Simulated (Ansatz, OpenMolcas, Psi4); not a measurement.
# InHCl (SMILES [Cl][InH]): the vertical energy of the quartet above the doublet, rung by rung

InHCl has 3 atoms, charge 0, and is taken as a doublet. As SMILES, `[Cl][InH]`. The shape is that of a PBE0-D4/def2-TZVP optimisation.

```xyz
3

Cl   -1.6498    0.3968   -0.8674
In    0.4095    0.5424    0.2861
H     1.2294   -1.0039    0.5681
```

Quantity: the vertical energy of the quartet above the doublet, in eV. The values are calculated.

```tsv
level	kind	program	value (eV)	less CCSD(T)/def2-TZVPP	CPU time (all runs)
UBLYP/def2-TZVPP (core potential)	GGA	OpenMolcas	4.92	-0.09	1.8 min
U-r2SCAN/def2-TZVPP (core potential)	meta-GGA	OpenMolcas	4.78	-0.23	2.5 min
UB3LYP/def2-TZVPP (core potential)	global hybrid	Ansatz	5.00	-0.01	32 s
UBHLYP/def2-TZVPP (core potential)	global hybrid	Ansatz	5.09	+0.08	33 s
UHSE06/def2-TZVPP (core potential)	range-separated hybrid	Psi4	4.90	-0.11	1.8 min
UB2PLYP/def2-TZVPP (core potential, density fitting for correlation)	double hybrid	Psi4	5.04	+0.03	44 s
RPA@PBE/def2-TZVPP (core potential)	RPA	Ansatz	4.74	-0.27	63 s
RPA@PBE0/def2-TZVPP (core potential)	RPA	Ansatz	4.88	-0.13	44 s
UMP2/def2-TZVPP (core potential)	perturbation theory	Ansatz	5.08	+0.07	24 s
UCCSD(T)/def2-TZVPP (core potential)	coupled cluster or CI	Ansatz	5.01	0.00	1.8 min
```

Differences are taken from UCCSD(T)/def2-TZVPP (core potential) for orientation; it has basis-set and higher-order errors of its own. Spin-orbit coupling, which can split open shells on such heavy atoms by tenths of an eV, is left out. The values span 4.74 to 5.09 eV. In the correlated wave-function rows the outer d shell of In is correlated, in sets not made for it. Times are those of the runs behind each value, whatever else they computed, on shared processors of several kinds: orders of magnitude only.
